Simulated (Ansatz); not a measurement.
C11H10O3S, SMILES C=Cc1cc(S(C)(=O)=O)c2ccoc2c1.

Coordinates come from a PBE0-D3(BJ)/def2-SVP optimisation. This is a generated structure with no PubChem entry under its InChIKey; it may be hypothetical. Other conformers were not sampled.

Level of theory: PBE0-D3(BJ)/def2-SVP run with Ansatz (a quantum-chemistry and plane-wave program).

Each state was relaxed at this level (stationary points, no frequency check), unrestricted for open shells, gas phase, no zero-point terms. λ is the four-point inner reorganisation energy.

| quantity | at the neutral's geometry (eV) | adiabatic (eV) | at the other state's geometry (eV) | relaxation of that state (meV) | relaxation of the neutral (meV) | λ (meV) |
|---|---|---|---|---|---|---|
| ionisation energy | 8.16 | 7.96 | 7.76 | 196 | 202 | 398 |
| electron affinity | 0.36 | 0.56 | 0.76 | 197 | 202 | 399 |
| T1 energy | 2.89 | 2.44 | 1.94 | 452 | 503 | 955 |
